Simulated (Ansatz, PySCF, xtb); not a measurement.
Breaking the B1–H5 bond in C2H3B (SMILES BC#C) (multiplicity 1 held, fragments rigid). Energies count from the point at 1.189 Å.
Geometry at that point (charge 0, multiplicity 1):
```xyz
6

B     -1.19336    -0.05181    -0.71503
C      0.09243     0.00401     0.05538
C      1.12929     0.04903     0.67664
H      2.04114     0.08862     1.22300
H     -1.95464     0.86080    -0.66658
H     -1.44998    -1.00862    -1.37338
```

R- and RO- levels are restricted; in cc, def2 and unpolarised 6-31G sets they are followed outwards from rest. Unrestricted levels (U-) break spin symmetry where that is lower. Curves can end on different states.

Rows in 3-21G, 6-31G* carry no dispersion term and start afresh at each structure (6-31G* with six Cartesian d functions).

Codes used: Ansatz (a program for electronic structure); PySCF for 3-21G rows, 6-31G* rows; xtb for the GFN methods. Each number belongs to the level named beside it. The GFN methods have no spin term and hold the electronic entropy of 300 K.

Question: One of these levels gives 182.80 kcal/mol for the energy at R = 3.806 Å. Which one is it?
A) R-HF/3-21G
B) R-wB97X-V/cc-pVTZ
C) GFN2-xTB
D) U-HF/6-31G*

Answer: A, R-HF/3-21G. The others give 119.73 (GFN2-xTB), 86.58 (U-HF/6-31G*), 158.29 (R-wB97X-V/cc-pVTZ)

Doubts at one or more of the structures used: a restricted determinant that unrestricted orbitals would lower (R-HF/3-21G, R-wB97X-V/cc-pVTZ); a spin-contaminated determinant (U-HF/6-31G*).
